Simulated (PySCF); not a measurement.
B3LYP has the VWN-RPA correlation part, as in Gaussian. Excitations are Tamm–Dancoff values on a coarser integration grid. The basis has no diffuse functions, so Rydberg states are missing or too high.

Cartesian coordinates (Å):
SMILES: CC(S)=O
```xyz
8

C     -0.8015    -0.2908     0.0117
C      0.2706     0.7402     0.2684
O      0.0694     1.8156     0.7582
S      1.9572     0.2976    -0.2030
H     -1.7587     0.1078     0.3412
H     -0.8469    -0.5304    -1.0518
H     -0.5774    -1.2106     0.5540
H      1.6873    -0.9295    -0.6786
```
Charge 0, multiplicity 1.

Q: Estimate the HOMO–LUMO gap, dipole moment, S1–T1 gap (TDA), T1 excitation (TDA), HOMO, LUMO, total energy and S1 excitation (TDA) that B3LYP-D3(BJ)/def2-TZVP (PySCF) returns for this input.

A: 
```json
{
  "HOMO–LUMO gap": "6.63 eV",
  "dipole_moment": "3.43 D",
  "S1–T1 gap (TDA)": "0.54 eV",
  "T1 excitation (TDA)": "4.30 eV",
  "HOMO": "-7.57 eV",
  "LUMO": "-0.94 eV",
  "total_energy": "-552.1444 Ha",
  "S1 excitation (TDA)": "4.84 eV"
}
```
